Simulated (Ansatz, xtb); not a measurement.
# Isomers of C5H4ClNO in order of energy

6 gas-phase structures of C5H4ClNO, from a drawn sample of its isomers (lower ones may exist). Each was relaxed with GFN2-xTB; where two conformers were screened, the lower at r2SCAN-D4/def2-SVP is listed:

A. `C=Cc1ocnc1Cl`, a singlet
B. `C=Cc1nc(Cl)co1`, a singlet
C. `C=Cc1coc(Cl)n1`, a singlet
D. `C=Cc1cnc(Cl)o1`, a singlet
E. `C=Cc1ncoc1Cl`, a singlet
F. `C=Cc1ncc(Cl)o1`, a singlet

Question: Which do you expect lowest at r2SCAN-D4/def2-SVP, and how would the others follow?

Answer: Calculated order at r2SCAN-D4/def2-SVP: A (0.000), B (0.021), D (0.054), F (0.061), E (0.118), C (0.119) eV. Less than 1 kcal/mol parts A and B; B and D; D and F; E and C, so the order within those pairs means little.

Energies above the lowest of each column, in eV; the last columns are at B3LYP/def2-SVP geometries:

```
structure  GFN2-xTB  HF/STO-3G  r2SCAN-D4/def2-SVP  B3LYP/def2-SVP  CCSD(T)/def2-SVP + ΔMP2/def2-TZVPP
        A     0.001      0.017               0.000           0.000                               0.000
        B     0.000      0.000               0.021           0.015                               0.017
        D     0.028      0.080               0.054           0.046                               0.053
        F     0.042      0.036               0.061           0.060                               0.053
        E     0.111      0.099               0.118           0.121                               0.081
        C     0.084      0.129               0.119           0.110                               0.090
```

CCSD(T)/def2-SVP + ΔMP2/def2-TZVPP has A and B within 1 kcal/mol of each other at the bottom, and every level picks one of them. CCSD(T)/def2-SVP + ΔMP2/def2-TZVPP orders those it was run on as A (0.000), B (0.017), F (0.053), D (0.053), E (0.081), C (0.090) eV. Less than 1 kcal/mol parts A and B; B and F; F and D; D and E; E and C, so the order within those pairs means little. Flexible structures stand in one conformer each, not always the lowest. ΔMP2 is the change of the MP2 energy from the smaller to the larger basis.

Over these structures GFN2-xTB departs from r2SCAN-D4/def2-SVP by 0.010 eV on average once a common shift is removed. A GFN2-xTB relaxation took about 0.23 s and the r2SCAN-D4/def2-SVP energy about 5.6 s on a shared host (Ansatz 0.2.0, xtb 6.7.1).
